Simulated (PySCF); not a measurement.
Sb(Br)2(Me) (CH3Br2Sb), SMILES [Br][Sb]([Br])[CH3].

The structure is a stationary point at PBE0-D3(BJ)/def2-SVP. The structure was generated by enumeration; whether it is a known compound was not checked. The def2 effective core potentials stand for the cores of Sb; spin–orbit coupling is left out.

Computed with TDDFT-ωB97X/def2-SVPD (PySCF 2.14.0).

Vertical excitations.  State labels are in the subgroup Cs.

Q: Give excitation energies, oscillator strengths and character. (Estimate from the structure and the level; the computed values follow.)

A: 
| state | symmetry | energy (eV) | λ (nm) | f | main pairs |
|---|---|---|---|---|---|
| S1 | A' | 4.53 | 274 | 0.048 | HOMO→LUMO 95 % |
| S2 | A" | 4.78 | 259 | 0.039 | HOMO→LUMO+1 88 % |
| S3 | A" | 5.34 | 232 | 0.017 | HOMO−1→LUMO 64 %, HOMO−2→LUMO+1 23 % |
| S4 | A' | 5.47 | 227 | 0.018 | HOMO−2→LUMO 54 %, HOMO−1→LUMO+1 34 % |
| S5 | A" | 5.59 | 222 | 0.025 | HOMO−3→LUMO 79 % |
| S6 | A' | 5.76 | 215 | 0.018 | HOMO−1→LUMO+1 46 %, HOMO−2→LUMO 25 %, HOMO−3→LUMO+1 17 %, HOMO−4→LUMO 8 % |
| S7 | A' | 6.09 | 203 | 0.007 | HOMO−3→LUMO+1 64 %, HOMO−2→LUMO 16 % |
| S8 | A" | 6.44 | 193 | 0.157 | HOMO−2→LUMO+1 68 %, HOMO−1→LUMO 13 % |
| S9 | A' | 6.55 | 189 | 0.030 | HOMO−4→LUMO 74 % |
| S10 | A' | 6.80 | 182 | 0.130 | HOMO→LUMO+2 89 % |
| T1 | A' | 3.83 | 323 | 0 | HOMO→LUMO 93 % |
| T2 | A" | 4.01 | 309 | 0 | HOMO→LUMO+1 91 % |
| T3 | A" | 4.85 | 256 | 0 | HOMO−1→LUMO 83 % |
| T4 | A' | 5.03 | 246 | 0 | HOMO−2→LUMO 69 %, HOMO−1→LUMO+1 13 %, HOMO−3→LUMO+1 11 % |
Triplets are in the Tamm–Dancoff approximation, which puts them higher than full response would, so one can lie above its singlet here.
